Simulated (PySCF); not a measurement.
Molecule: `C1=CC=NC(CO)=C1`, C6H7NO.

Mapped SMILES: `[OH:1][CH2:2][c:3]1[cH:4][cH:5][cH:6][cH:7][n:8]1`; H(Xn) means a hydrogen on atom n.

Geometry PBE0-D3(BJ)/def2-SVP throughout; GIAO in PySCF, gas phase, one conformer, non-relativistic; equivalent atoms averaged; basis pcSseg-1.

Q: How do the absolute shieldings σ depend on the functional? (a selection of nuclei; ppm; last column core-seconds on shared hosts with different chips, so compare them loosely; the GGAs took longer than the global hybrids here, which isn't the general rule, and the cause wasn't traced)

A: 
```tsv
functional	kind	C3	C7	C6	C4	N8	H(C7)	H(C4)	H(C2)	H(O1)	core-s
LDA	LDA	11.0	24.7	50.2	52.0	-62.2	22.21	23.70	25.63	26.29	25
PBE	GGA	16.4	29.7	55.0	56.5	-55.8	22.66	24.18	26.13	26.71	31
BLYP	GGA	10.1	24.2	49.7	51.3	-64.0	22.92	24.47	26.31	26.80	22
BP86	GGA	16.0	29.4	54.9	56.4	-55.6	22.73	24.26	26.21	26.73	30
OPBE	GGA	28.9	40.9	65.4	66.5	-39.0	22.61	24.14	26.24	26.73	22
KT3	GGA	29.7	42.0	66.5	67.8	-35.1	22.99	24.50	26.42	26.88	33
PBE0	global hybrid	18.3	30.9	57.8	59.5	-60.0	22.61	24.12	26.39	26.55	22
mPW1PW91	global hybrid	17.4	30.0	56.9	58.6	-61.4	22.68	24.19	26.46	26.57	20
wB97X-D	range-separated hybrid	16.9	29.5	57.2	59.1	-61.8	22.72	24.22	26.57	26.56	25
LC-wPBE	range-separated hybrid	16.7	28.9	57.5	59.3	-59.9	22.58	24.05	26.57	26.52	38
```

Q: Which nucleus among those listed moves most, in ppm?

A: N8 (pyridine-type ring nitrogen): from -64.0 ppm with BLYP to -35.1 ppm with KT3. The smallest spread is 0.59 ppm, at H(O1). Proton shifts span only some 12 ppm, so a few tenths of a ppm matter as much there as several ppm in carbon.
